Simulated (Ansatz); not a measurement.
Si6Ge⁻. The state is a doublet with charge -1. Geometry PBE-D4/def2-SVPD; atoms count from 1.

```xyz
7

Si   -0.7586   -1.2085    0.2806
Si    0.9800   -0.4064   -1.4849
Si    0.9037    0.7851    0.8262
Si    1.7270   -1.5622    0.4442
Si   -2.1895    2.3523   -1.9283
Si   -0.9947    1.0001   -0.6360
Ge    0.3321   -0.9603    2.4981
```

The charge -1 doublet is spin-contaminated (final ⟨S²⟩ up to 1.04, 0.75 for a pure state). Another isomer (doublet) lies 0.96 eV lower at PBE0-D4/def2-TZVPD; other spin states weren't run for this one.

Problem. Estimate the Mulliken populations from the PBE0/def2-TZVPD orbitals of Ansatz.

Solution. 
```
atom  charge (e)  spin (α − β)
 Si1       -0.17          0.05
 Si2       -0.12         -0.06
 Si3       -0.17          0.05
 Si4       -0.19         -0.02
 Si5       -0.42          1.26
 Si6        0.21         -0.09
 Ge7       -0.15         -0.19
```
Mulliken values and Mayer orders depend strongly on the basis. With diffuse functions, as here, like atoms can get unlike values, and bond orders can come out too low or too high.

Problem. Where does the spin sit?

Solution. Summed by element: Si 1.19, Ge -0.19, of 1 unpaired in all. Largest on single atoms: Si5 1.26, Ge7 -0.19, Si6 -0.09.

Problem. And the Mayer bond orders between bonded heavy atoms (over 0.3)?

Solution. Si1–Si2 0.52 (2.60 Å); Si1–Si3 0.70 (2.65 Å); Si1–Si4 0.56 (2.52 Å); Si1–Si6 0.58 (2.40 Å); Si1–Ge7 0.68 (2.48 Å); Si2–Si3 0.52 (2.60 Å); Si2–Si4 0.80 (2.37 Å); Si2–Si6 0.61 (2.57 Å); Si3–Si4 0.56 (2.52 Å); Si3–Si6 0.58 (2.41 Å); Si3–Ge7 0.68 (2.48 Å); Si4–Ge7 0.66 (2.55 Å); Si5–Si6 1.16 (2.22 Å).
